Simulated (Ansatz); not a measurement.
`SBBCl` + `O[SiH3]` → `[SiH3]OBCl` + `BS` at 700 K and 1 bar (cleavage of the B–B bond).

Gas-phase electronic energies from Ansatz, PBE0-D4/def2-TZVP geometries. CBS: MP2 limit from def2 TZ/QZ plus the TZ coupled-cluster correction, frozen cores. This one scheme is used for every species. Each species was taken in one conformer, which may not be the lowest.

```
     species  CCSD(T)/CBS energy (Eh)  H − E (kJ/mol)  S (J/(mol·K))
     `SBBCl`               -908.98400           153.8          407.1
   `O[SiH3]`               -366.69042           144.6          321.6
`[SiH3]OBCl`               -851.35221           179.6          418.2
        `BS`               -424.38198           115.9          297.3
```

H − E and S are ideal-gas, rigid-rotor, harmonic terms from PBE0-D4/def2-TZVP, for one conformer and one mirror image of each species. 1 Eh = 2625.50 kJ/mol, R = 8.31446 J/(mol·K).

Problem. By hand: ΔE, ΔH, ΔS and ΔG.

Solution. ΔE = (-851.35221) + (-424.38198) − (-908.98400) − (-366.69042) = -0.05977 Eh = -156.9 kJ/mol. Δ(H − E) = 179.6 + 115.9 − 153.8 − 144.6 = -2.9, so ΔH = -159.8 kJ/mol. ΔS = 418.2 + 297.3 − 407.1 − 321.6 = -13.2 J/(mol·K). ΔG = -159.8 − 700 × (-13.2)/1000 = -150.6 kJ/mol.

Problem. By hand: the equilibrium constant, and the temperature at which ΔG would vanish if ΔH and ΔS stayed fixed.

Solution. log₁₀ K = −ΔG/(RT ln 10) = 11.2. ΔG = 0 at ΔH/ΔS = 12106 K, far beyond where these terms or the molecules hold.

The number of gas molecules stays the same, so ΔS is small and ΔH decides. A doubt of 5 kJ/mol in ΔE shifts log₁₀ K by 0.4 here. Other conformers and mirror images would add mixing entropy, several J/(mol·K) or more a flexible species. These are equilibria of isolated gas molecules and say nothing of rates. Largest T1 diagnostic: 0.015 (customary marks: 0.02 for closed shells, 0.045 for open ones).
